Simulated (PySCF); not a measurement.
C₄H₄Cl₂, SMILES C(C#C)C(Cl)Cl. Atoms are numbered in the order given.

```xyz
10

C     -2.0076    -0.0114     2.5013
C     -1.2822    -0.4611     1.6434
C     -0.3876    -0.9914     0.6188
C      0.5141     0.0790    -0.0001
Cl     1.6970    -0.7004    -1.1070
Cl    -0.4479     1.3212    -0.8615
H     -2.6576     0.3858     3.2579
H      0.2677    -1.7647     1.0534
H     -0.9603    -1.4725    -0.1911
H      1.0965     0.6075     0.7626
```
Charge 0, spin multiplicity 1.

Coordinates come from a B3LYP-D3(BJ)/def2-SVP optimisation. One conformer was computed; it need not be the lowest.

All values below come from r2SCAN/def2-TZVP (PySCF).

ESP charges are fitted to the potential on shells at 1.4 to 2.0 van der Waals radii. Atomic charges (e):

```
atom  ESP fit  Mulliken    IAO  Löwdin
----  -------  --------  -----  ------
C1      -0.51     -0.03  -0.24   -0.09
C2       0.10     -0.15  -0.03   -0.13
C3      -0.12     -0.28  -0.28   -0.29
C4      -0.24      0.09  -0.07   -0.72
Cl5     -0.08     -0.12  -0.08    0.30
Cl6     -0.04     -0.12  -0.07    0.32
H7       0.34      0.20   0.21    0.13
H8       0.14      0.14   0.19    0.17
H9       0.16      0.14   0.18    0.16
H10      0.25      0.14   0.19    0.13
```

Computed Mayer and Wiberg (Löwdin basis) orders of the bonds:
```tsv
bond	Mayer	Wiberg
C1–C2	2.74	2.95
C2–C3	1.19	1.30
C3–C4	0.98	1.23
C4–Cl5	1.07	1.61
C4–Cl6	1.08	1.63
C1–H7	0.93	0.91
C3–H8	0.93	0.80
C3–H9	0.94	0.81
C4–H10	0.96	0.87
```
